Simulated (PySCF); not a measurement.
From one molecule to another.

First species: C10H12.
SMILES: `C1=C(C)[C@@H]2C=C([C@H]1C=C2)C`

Second species: C₃H₇FS.
InChI=1S/C3H7FS/c4-2-1-3-5/h5H,1-3H2

Levels: CAM-B3LYP/def2-SVPD for dipole moment, HOMO energy, LUMO energy, HOMO–LUMO gap, static isotropic polarisability and electronic spatial extent ⟨r²⟩ about the centre of nuclear charge; TDDFT CAM-B3LYP/def2-SVPD for lowest singlet excitation; TDA CAM-B3LYP/def2-SVPD for lowest triplet excitation (Tamm–Dancoff); ΔSCF CAM-B3LYP/def2-SVPD for vertical ionisation energy; PBE0-D3(BJ)/def2-SVP for rotational constant A and rotational constant C. Geometries: PBE0-D3(BJ)/def2-SVP. Each species is one conformer at its optimised geometry, gas phase, non-relativistic unless stated. Electronic properties by PySCF.

The conformers computed, where there is a choice (atom-mapped SMILES and torsion angles):
- `[F:1][CH2:2][CH2:3][CH2:4][SH:5]`: F1–C2–C3–C4 -60°, C2–C3–C4–S5 -179°, H–S5–C4–C3 -66°

Which has the higher dipole moment?

The second: 1.57 D against 0.21 D, a difference of 1.36 D.

Which has the higher rotational constant C?

The second: 1.427 GHz against 1.125 GHz, a difference of 0.302 GHz.

Which has the higher T1 energy?

The second: 5.09 eV against 3.55 eV, a difference of 1.54 eV.

Which has the higher HOMO–LUMO gap?

The second: 9.23 eV against 8.12 eV, a difference of 1.11 eV.

Which has the higher HOMO energy?

The first: -7.07 eV against -8.30 eV, a difference of 1.23 eV.

Which of the two has the higher static isotropic polarisability, and by how much?

The first: 106.0 au against 60.7 au, a difference of 45.3 au.

Which of the two has the higher vertical ionisation energy, and by how much?

The second: 9.37 eV against 7.69 eV, a difference of 1.68 eV.

Which has the higher S1 energy?

The second: 5.51 eV against 4.97 eV, a difference of 0.54 eV.

On the first: The dipole equals about 0.7 × 10⁻³⁰ C·m (1 D = 3.33564 × 10⁻³⁰ C·m). S1 lies 3.15 eV below the HOMO–LUMO gap; its leading configuration is HOMO→LUMO, weight 0.95.

On the second: The 10 singlets span 5.51 to 8.80 eV, and their oscillator strengths add up to 0.36. The principal polarisabilities are 54.0, 55.6 and 72.5 au; their mean is the isotropic value.
